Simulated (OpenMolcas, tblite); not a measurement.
**C2H3AlO (SMILES C#[C][AlH][OH]): methods side by side**

The species is C2H3AlO (7 atoms), meant as a singlet with charge 0. SMILES: `C#[C][AlH][OH]`. Geometry: a GFN2-xTB relaxation, a rough one for these elements and not checked as a minimum. This is one conformer, not always the lowest.

```xyz
7

C    -2.0139   -1.0989   -0.2214
C    -1.0120   -0.4506   -0.0175
Al    0.5557    0.6351    0.3715
O     2.0126    0.4657   -0.3611
H    -2.8823   -1.6703   -0.4042
H     0.4826    1.7419    1.4135
H     2.8573    0.3770   -0.7808
```

Each level gives the vertical energy of the triplet above the singlet (eV). The values are calculated.

| level | kind | program | value (eV) | CPU time (all runs) |
| --- | --- | --- | --- | --- |
| GFN1-xTB | semi-empirical | tblite | 5.80 | under 2 s |
| GFN2-xTB | semi-empirical | tblite | 4.78 | under 2 s |
| IPEA1-xTB | semi-empirical | tblite | 5.16 | under 2 s |
| HF/6-311+G** | Hartree–Fock | OpenMolcas | 4.61 | 52 s |
| SVWN5/6-311+G** | LDA | OpenMolcas | 4.90 | 2.6 min |
| BLYP/6-311+G** | GGA | OpenMolcas | 4.82 | 3.7 min |
| PBE/6-311+G** | GGA | OpenMolcas | 4.77 | 2.8 min |
| revPBE/6-311+G** | GGA | OpenMolcas | 4.74 | 2.8 min |
| TPSS/6-311+G** | meta-GGA | OpenMolcas | 4.69 | 4.1 min |
| r2SCAN/6-311+G** | meta-GGA | OpenMolcas | 4.60 | 3.5 min |

The values span 4.60 to 5.80 eV. CPU times are rough (shared hosts, several kinds of processor): they show what a rung costs within a factor of a few.
